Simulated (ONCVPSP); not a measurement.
# What one change does to a pseudopotential (rhodium (Rh), ONCV)

* Element: rhodium
* Generator: ONCVPSP 4.0.1
* Type: optimised norm-conserving Vanderbilt (ONCV)
* Functional: PBE
* Relativity: scalar-relativistic
* Frozen core: [Kr]
* Valence charge: 9
* Reference configuration: 4d8 5s0.5 5p0.5
* Partial waves: 5s: rc 2.80 bohr, ncon 5, nbas 9, qcut 1.9 1/bohr, 2 projectors, debl 2.9 Ha; 5p: rc 3.20 bohr, ncon 4, nbas 7, qcut 2.8 1/bohr, 2 projectors, debl 4 Ha; 4d: rc 1.70 bohr, ncon 5, nbas 9, qcut 10.9 1/bohr, 1 projector; f scattering state at 0.35 Ha: rc 3.20 bohr, ncon 4, nbas 8, qcut 4 1/bohr, 1 projector
* Local potential: polynomial inside 1.30 bohr (lpopt 2, dvloc0 3 Ha)
* Core correction: none

All-electron outer shells of the reference configuration (PBE, scalar-relativistic, ld1.x):

```csv
shell,level (eV),outermost node (bohr),outermost maximum (bohr)
4s,-83.42,0.47,0.88
4p,-51.36,0.47,0.94
4d,-6.85,0.46,1.14
5s,-4.93,1.19,2.63
5p,-1.33,1.35,3.78
```

Change: all radii scaled by about 1.24 (s 3.48, p 3.98, d 2.12, f 3.98 bohr); local potential polynomial inside 1.62 bohr (lpopt 2, dvloc0 3 Ha).

Cutoffs: the cutoffs (Ha) at which the residual kinetic energy of the hardest occupied pseudo-wave falls to 1 and 0.1 mHa per electron; they do not see the model core or the augmentation charge, which bear on the density cutoff. Errors are all-electron minus pseudo energies relative to the spin-unpolarised reference configuration.

Question: Predict the effect on cutoff, ghosts and configuration errors.

Answer: The potential gets softer (28 Ha and 33 Ha → 23 Ha and 27 Ha); of the 3 tests that both files solve, the error grows in 0 and shrinks in 2 by more than 15 % and 0.3 meV (median size 6.1 → 4.2 meV); neither file shows a bound ghost. A larger radius leaves more room for a smooth pseudo-wave, so fewer plane waves are needed.

```tsv
quantity	base	changed
cutoff, loose	28 Ha	23 Ha
cutoff, tight	33 Ha	27 Ha
loose cutoff by channel	s 13 Ha, p 1.9 Ha, d 28 Ha	s 4.7 Ha, p 0.9 Ha, d 23 Ha
bound ghosts	none	none
GHOST(+) flags under 300 eV	s at 72.7 eV, p at 120.8 eV	p at 70.0 eV, s at 95.3 eV, p at 123.3 eV
tests with a reliable result	3 of 4	3 of 4
error for 4d8 5s1 5p0, meV [ΔE -1.76 eV]	+1.4	+0.5
error for 4d8 5s0 5p0, meV [ΔE 5.70 eV]	+6.1	+4.2
error for 4d7 5s1 5p0, meV [ΔE 9.37 eV]	-21	+24
```
